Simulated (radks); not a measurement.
Values are calculated unless marked as measured or tabulated.
Task: The table gives one normalised radial function P(r) = r R(r) of He+ in 1s1 (r in bohr). Code: a radial shooting solver on a logarithmic mesh with Libxc functionals. Model: non-relativistic Kohn-Sham, LDA (Slater exchange, Perdew-Zunger correlation), spin-unpolarised, spherical densities, point nucleus; without spin polarisation the odd electron is poorly described.

| r | P |
|---|---|
| 0.0428 | 0.2128 |
| 0.04637 | 0.2289 |
| 0.04983 | 0.2443 |
| 0.05398 | 0.2624 |
| 0.05801 | 0.2798 |
| 0.06284 | 0.3001 |
| 0.06808 | 0.3218 |
| 0.07316 | 0.3423 |
| 0.07925 | 0.3663 |
| 0.08517 | 0.3890 |
| 0.09226 | 0.4155 |
| 0.09995 | 0.4432 |
| 0.1074 | 0.4693 |
| 0.1164 | 0.4994 |
| 0.125 | 0.5274 |
| 0.1355 | 0.5596 |
| 0.1467 | 0.5927 |
| 0.1577 | 0.6232 |
| 0.1708 | 0.6577 |
| 0.1836 | 0.6891 |
| 0.1989 | 0.7241 |
| 0.2137 | 0.7556 |
| 0.2315 | 0.7901 |
| 0.2508 | 0.8238 |
| 0.2695 | 0.8531 |
| 0.292 | 0.8841 |
| 0.3138 | 0.9102 |
| 0.3399 | 0.9366 |
| 0.3682 | 0.9597 |
| 0.3957 | 0.9773 |
| 0.4286 | 0.9927 |
| 0.4606 | 1.0024 |
| 0.499 | 1.0079 |
| 0.5363 | 1.0077 |
| 0.5809 | 1.0015 |
| 0.6293 | 0.9885 |
| 0.6763 | 0.9707 |
| 0.7326 | 0.9443 |
| 0.7873 | 0.9144 |
| 0.8529 | 0.8747 |
| 0.9239 | 0.8285 |
| 0.9929 | 0.7819 |
| 1.076 | 0.7252 |
| 1.156 | 0.6707 |
| 1.252 | 0.6071 |
| 1.356 | 0.5418 |
| 1.458 | 0.4827 |
| 1.579 | 0.4178 |
| 1.697 | 0.3614 |
| 1.838 | 0.3020 |
| 1.976 | 0.2524 |
| 2.14 | 0.2025 |
| 2.318 | 0.1585 |
| 2.491 | 0.1244 |
| 2.699 | 0.0926 |
| 2.9 | 0.0692 |
| 3.142 | 0.0485 |

Which n and l does it have? It may be an empty orbital.

Result: n = 1, l = 0: the number of nodes gives n - l - 1 = 0, the rise at small r (about r^(l+1)) gives l, and the extent must fit the shell. The curve is that of 1s. 1s: eigenvalue -38.383 eV, 0 radial nodes, <r> = 0.795 bohr, 90 % of the charge inside 1.42 bohr.
